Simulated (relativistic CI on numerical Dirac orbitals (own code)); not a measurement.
Line list: Electric-dipole lines, Mn⁵⁺

These numbers are calculated, not measured: Dirac-Coulomb-Breit CI, separate exchange-only KLI orbitals for each configuration, model QED, valence Slater integrals scaled by 0.9, configuration energies shifted to the measured levels that pair with them (semi-empirical) (own radial code, finite nucleus).

CI space (outside the closed core [Ne]): 3s2.3p6.3d2, 3s2.3p6.3d.4s, 3s2.3p6.3d.4p, 3s2.3p6.3d.4d, 3s2.3p5.3d3, 3s2.3p4.3d4, 3s.3p6.3d3, 3s2.3p6.3d.5s, 3s2.3p6.3d.4f, 3s2.3p6.3d.5p, 3s2.3p6.4s2, 3s2.3p6.3d.5d, 3s2.3p6.3d.5f, 3s2.3p6.3d.5g, 3s2.3p6.4s.4p, 3s2.3p5.3d2.4s, 3p6.3d4, 3s2.3p6.4p2, 3s2.3p6.4s.4d, 3s2.3p5.3d2.4p, 3s2.3p6.4p.4d, 3s2.3p5.3d2.4d, 3s.3p5.3d4. Levels of other configurations are missing.

```tsv
λ vac (Å)	Lower	Upper	A (s⁻¹)	log gf	S velocity/length
311.22	3s2.3p6.3d2 3F_2 [1]	3s2.3p6.3d.4p 3D°_1 [15]	1.19e+10	-0.29	0.85
311.23	3s2.3p6.3d2 3F_3 [2]	3s2.3p6.3d.4p 3D°_2 [16]	9.58e+09	-0.16	0.85
311.26	3s2.3p6.3d2 3F_4 [3]	3s2.3p6.3d.4p 3D°_3 [17]	9.59e+09	-0.01	0.85
325.45	3s2.3p6.3d2 1G_4 [8]	3s2.3p6.3d.4p 1F°_3 [24]	1.52e+10	0.23	0.85
796.15	3s2.3p6.3d.4p 1D°_2 [14]	3s2.3p6.3d.4d 1D_2 [117]	2.86e+09	0.13	0.80
842.03	3s2.3p6.3d.4p 3D°_1 [15]	3s2.3p6.3d.4d 3F_2 [113]	3.18e+09	0.23	0.90
843.34	3s2.3p6.3d.4p 3D°_2 [16]	3s2.3p6.3d.4d 3F_3 [114]	3.09e+09	0.36	0.90
845.31	3s2.3p6.3d.4p 3D°_3 [17]	3s2.3p6.3d.4d 3F_4 [115]	3.42e+09	0.52	0.90
865.29	3s2.3p6.3d.4p 1F°_3 [24]	3s2.3p6.3d.4d 1G_4 [121]	5.61e+09	0.75	0.97
870.57	3s2.3p6.3d.4p 3F°_4 [20]	3s2.3p6.3d.4d 3F_4 [115]	1.71e+09	0.24	0.81
916.32	3s2.3p6.3d.4p 1D°_2 [14]	3s2.3p6.3d.4d 1F_3 [97]	2.89e+09	0.41	1.01
922.55	3s2.3p6.3d.4p 3D°_3 [17]	3s2.3p6.3d.4d 3D_3 [102]	1.84e+09	0.21	0.95
924.24	3s2.3p6.3d.4p 3F°_2 [18]	3s2.3p6.3d.4d 3G_3 [104]	3.86e+09	0.54	1.04
928.15	3s2.3p6.3d.4p 3F°_3 [19]	3s2.3p6.3d.4d 3G_4 [106]	3.96e+09	0.66	1.04
934.32	3s2.3p6.3d.4p 3F°_4 [20]	3s2.3p6.3d.4d 3G_5 [107]	4.30e+09	0.79	1.05
1284.7	3s2.3p6.3d.4s 1D_2 [13]	3s2.3p6.3d.4p 1F°_3 [24]	1.08e+09	0.27	1.15
1334.2	3s2.3p6.3d.4s 3D_3 [12]	3s2.3p6.3d.4p 3F°_4 [20]	9.75e+08	0.37	1.12
1346.0	3s2.3p6.3d.4s 3D_2 [11]	3s2.3p6.3d.4p 3F°_3 [19]	9.21e+08	0.24	1.11
1356.8	3s2.3p6.3d.4s 3D_1 [10]	3s2.3p6.3d.4p 3F°_2 [18]	8.27e+08	0.06	1.11
1398.2	3s2.3p6.3d.4s 3D_3 [12]	3s2.3p6.3d.4p 3D°_3 [17]	8.42e+08	0.24	0.94
```

Terms are leading LS components. Brackets give the number of a level in order of energy, since labels repeat. The list gives strong lines, with weight on those to low levels, without configurations that were not tied to measured data, among the lowest 400 of 1881 levels, so that lines to higher ones, which can be the strongest, are missing. Levels whose partners in the same complex of configurations lie outside the list can be far off, and so can their lines. Rates are taken at the computed energies, electric ones in the length gauge. A velocity-to-length ratio far from 1 marks an uncertain rate.

Configurations whose levels could be paired with our table of measured levels were shifted onto them, all but the ground configuration, by the median error of their levels; single terms can still be off by 1,000 to 2,000 cm⁻¹ or more, and rates follow the energies as ν³ (E1, M1) or ν⁵ (E2). The others borrow a shift and can be off by several thousand cm⁻¹ or more. 38 of the 38 excited levels that our extract of the measured tables holds in this range could be paired (the sources list more); they are missed by 348 cm⁻¹ on average and 1143 at most, after the shifts were fitted to these levels, and levels without a partner can miss by more. Some levels of the ground configuration have no partner and can miss by 10 % or more.
